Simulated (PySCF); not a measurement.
Xe (xenon, neutral) across methods

[Xe], closed-shell 1S. Computed with PySCF 2.14 in aug-cc-pVTZ-DK3 (8s7p5d2f, 68 functions), with the spin-free X2C one-electron Hamiltonian (Gaussian nucleus).

| method | E (hartree) | mean ε 4d (eV) | mean ε 5s (eV) | mean ε 5p (eV) | Σ⟨r²⟩ (bohr²) | ⟨S²⟩ |
| --- | --- | --- | --- | --- | --- | --- |
| M06 | -7446.32 | -63.232 | -21.532 | -9.329 | 61.00 | 0.000 |
| PBE | -7445.75 | -59.454 | -19.707 | -8.240 | 61.03 | 0.000 |
| UHF | -7443.16484 | -72.548 | -27.481 | -12.425 | 61.21 | 0.000 |
| M06-L | -7445.99 | -61.032 | -19.952 | -8.250 | 61.19 | 0.000 |
| LDA | -7439.46 | -59.522 | -19.957 | -8.399 | 60.95 | 0.000 |
| TPSS | -7445.84 | -59.608 | -19.896 | -8.352 | 60.87 | 0.000 |
| PBE0 | -7445.83 | -63.010 | -21.921 | -9.527 | 60.77 | 0.000 |
| wB97X-V | -7445.89 | -65.357 | -24.859 | -11.895 | 60.82 | 0.000 |

(1) Estimate the same row for r2SCAN.

Results:

(1) E (hartree) = -7446.17; mean ε 4d (eV) = -60.706; mean ε 5s (eV) = -20.396; mean ε 5p (eV) = -8.596; Σ⟨r²⟩ (bohr²) = 60.76; ⟨S²⟩ = 0.000.
